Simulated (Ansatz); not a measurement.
Consider the formal exchange of groups at a C–N bond: `C[N](C)[Al]([OH])[OH]` + `F[SiH2][GeH3]` → `C[SiH](F)[GeH3]` + `C[NH][Al]([OH])[OH]`.

Computed with Ansatz on PBE0-D4/def2-TZVP structures; ΔE is electronic, products minus reactants. CCSD(T)/CBS is the MP2 limit (def2-TZVPP, def2-QZVPP) plus CCSD(T) − MP2 in def2-TZVPP, frozen cores. Functionals use def2-TZVPP. For Ge outer-core shells are correlated without core-valence functions, which leaves a few kJ/mol of doubt a bond. Scalar relativity is left out up to krypton. Each species was taken in one conformer, which may not be the lowest.

```tsv
level	ΔE (kJ/mol)
r2SCAN-D4	-82.1
ωB97X-V	-77.1
CCSD/def2-TZVPP	-77.9
HF/CBS(def2)	-76.4
```

Task: What does CCSD(T)/CBS give? (Estimate.)

Result: Computed: -80.9 kJ/mol. The listed levels differ from it by -1.2, 3.8, 3.0, 4.5 kJ/mol.

Largest T1 diagnostic among the species: 0.012.
